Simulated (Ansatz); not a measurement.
Consider the substitution at a C–N bond: `C[O][Zr]([Cl])([NH]C(C)C)[O]C` + `[NH2][Al]([F])[F]` → `CC(C)[NH][Al]([F])[F]` + `C[O][Zr]([NH2])([Cl])[O]C`.

Computed with Ansatz on PBE0-D4/def2-TZVP structures; ΔE is electronic, products minus reactants. CBS: MP2 limit from def2 TZ/QZ plus the TZ coupled-cluster correction, frozen cores. Functionals use def2-TZVPP. Elements past krypton have def2 core potentials. For Zr outer-core shells are correlated without core-valence functions, which leaves a few kJ/mol of doubt a bond. One conformer a species, not always the lowest.

`C[O][Zr]([Cl])([NH]C(C)C)[O]C`:

Cartesian coordinates in Å:
```
C -2.788 -1.011 -0.789
O -1.909 -0.053 -0.305
Zr -0.566 1.175 0.288
Cl -0.660 3.126 -1.106
N 1.279 0.336 0.179
C 1.946 -0.368 -0.903
C 2.316 -1.789 -0.502
C 1.063 -0.361 -2.139
O -0.764 1.652 2.124
C -1.229 1.967 3.396
H -3.333 -1.486 0.034
H -3.516 -0.554 -1.467
H -2.249 -1.792 -1.338
H 1.863 0.365 1.007
H 2.874 0.167 -1.156
H 2.856 -2.297 -1.305
H 2.953 -1.791 0.386
H 1.414 -2.362 -0.271
H 1.564 -0.844 -2.980
H 0.132 -0.906 -1.951
H 0.816 0.661 -2.445
H -1.394 3.046 3.485
H -2.172 1.452 3.607
H -0.495 1.667 4.151
```

`[NH2][Al]([F])[F]`:

```xyz
6

N     0.163   -0.867   -0.385
Al   -0.132    0.706    0.313
F    -1.661    1.274    0.479
F     1.114    1.646    0.815
H    -0.558   -1.489   -0.710
H     1.075   -1.271   -0.513
```

`CC(C)[NH][Al]([F])[F]`:

Z-matrix (Å, degrees):
```
C
C 1 1.521
H 1 1.094 2 110.3
H 1 1.093 2 111.0 3 120.3
H 1 1.093 2 111.1 3 -119.7
C 2 1.516 1 111.1 3 -60.2
N 2 1.455 1 110.8 3 63.4
H 2 1.100 1 107.8 3 -177.8
H 6 1.094 2 110.9 1 61.4
H 6 1.092 2 110.4 1 -58.1
H 6 1.092 2 111.6 1 -178.2
Al 7 1.751 2 133.3 1 -122.9
H 7 1.011 2 111.3 1 54.8
F 12 1.643 7 117.8 2 178.3
F 12 1.641 7 124.8 2 -2.2
```

`C[O][Zr]([NH2])([Cl])[O]C`:

Cartesian coordinates in Å:
```
C 1.803 -1.510 -1.681
O 1.228 -0.905 -0.570
Zr 0.398 0.125 0.804
N -0.354 -1.182 2.164
Cl 2.058 1.531 1.804
O -1.046 1.224 0.217
C -2.007 2.049 -0.355
H 2.864 -1.251 -1.750
H 1.306 -1.186 -2.601
H 1.716 -2.599 -1.608
H -1.154 -1.018 2.759
H 0.004 -2.109 2.350
H -1.871 3.081 -0.017
H -3.011 1.719 -0.069
H -1.935 2.030 -1.448
```

```
                        species  r2SCAN energy (Eh)
`C[O][Zr]([Cl])([NH]C(C)C)[O]C`          -911.60775
            `[NH2][Al]([F])[F]`          -498.25975
        `CC(C)[NH][Al]([F])[F]`          -616.15846
    `C[O][Zr]([NH2])([Cl])[O]C`          -793.70606
```

Work out ΔE.

ΔE = (-616.15846) + (-793.70606) − (-911.60775) − (-498.25975) = 0.00298 Eh = +0.08 eV. CCSD(T)/CBS gives +0.16 eV.

Largest T1 diagnostic among the species: 0.016.

The D4 term adds +0.08 eV with B3LYP and +0.05 eV with PBE0; it sums over pairs of atoms, weighted by their polarisabilities, and B3LYP, whose exchange is more repulsive, gets the larger term. In def2-TZVPP, CCSD(T) changes the Hartree–Fock value by +0.16 eV (the triples alone add +0.03 eV) and MP2 by +0.18 eV.

B3LYP here is the variant with VWN-RPA as its local correlation; programs differ in this.
